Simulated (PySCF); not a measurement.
Predicted microwave data (wB97X-D/def2-SVPD in PySCF (dipole) on a GFN2-xTB geometry, gas phase) for one isomer of C3H5F3O:

* Rotational constants: A = 3925, B = 1690, C = 1527 MHz
* Dipole components: |μa| = 0.00 D, |μb| = 1.07 D, |μc| = 0.41 D
* Inertial defect: -96.71 u·Å²
* κ: -0.86

Question: Which candidate fits, each taken in the one conformer that was computed?
A. `[OH:1][CH2:2][CH2:3][C:4]([F:5])([F:6])[F:7]` with H–O1–C2–C3 -66°, O1–C2–C3–C4 -178°
B. `[OH:1][CH2:2][C@H:3]([F:4])[CH:5]([F:6])[F:7]` with H–O1–C2–C3 62°, O1–C2–C3–F4 -68°, C2–C3–C5–F6 -81°

Answer: B. It is OC[C@H](F)C(F)F, an asymmetric top, point group C1. The candidates at the same level (rigid rotor, commonest isotopes):

| SMILES | A (MHz) | B (MHz) | C (MHz) | μa (D) | μb (D) | μc (D) | Δ (u·Å²) | point group | rotor |
| --- | --- | --- | --- | --- | --- | --- | --- | --- | --- |
| OC[C@H](F)C(F)F | 3925 | 1690 | 1527 | 0.00 | 1.07 | 0.41 | -96.71 | C1 | asymmetric top |
| OCCC(F)(F)F | 5079 | 1456 | 1438 | 1.23 | 1.17 | 1.09 | -95.25 | – | – |

`OCCC(F)(F)F` has A 29 % too high. No structure here is proved a minimum.
